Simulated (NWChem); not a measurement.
# C2H2F3 cation

```xyz
7

F      0.1237    -1.8009     0.0000
C     -0.7166    -0.7769     0.0000
C      0.0117     0.5041     0.0000
F      1.2467     0.5614     0.0000
F     -0.5914     1.5902     0.0000
H     -1.3903    -0.7598    -0.8889
H     -1.3903    -0.7598     0.8889
```
Atoms are numbered in this order, from 1.

Results from NWChem. Coordinates come from a PBE0/def2-SVP optimisation. Hybrids' shares of exact exchange are those that their runs print; pure functionals count as 0. The functionals differ in more than this share.

```
row                 share of exact exchange  orbital gap (eV)
------------------  -----------------------  ----------------
PBE/def2-SVP                           0.00              3.83
KT2/def2-SVP                           0.00              4.15
TPSSh/def2-SVP                         0.10              5.21
B3LYP/def2-SVP                         0.20          withheld
BHandHLYP/def2-SVP                     0.50              9.80
```

Task: Fit a straight line of the last column on the one before it, predict the withheld value, and compare with the run.

Result: 
1. Means of the 4 shown rows: x = 0.150, y = 5.748. Slope Σ(x − x̄)(y − ȳ)/Σ(x − x̄)² = 1.973/0.1700 = 11.60; intercept 4.008.
2. The shown rows scatter about the line by 0.116 (root mean square); the largest residual is -0.18, at PBE/def2-SVP.
3. At x = 0.20 (B3LYP/def2-SVP; inside the shown range) the line gives 6.33.
4. The run gives 6.17, -0.16 from the line, 1.4 times the scatter.
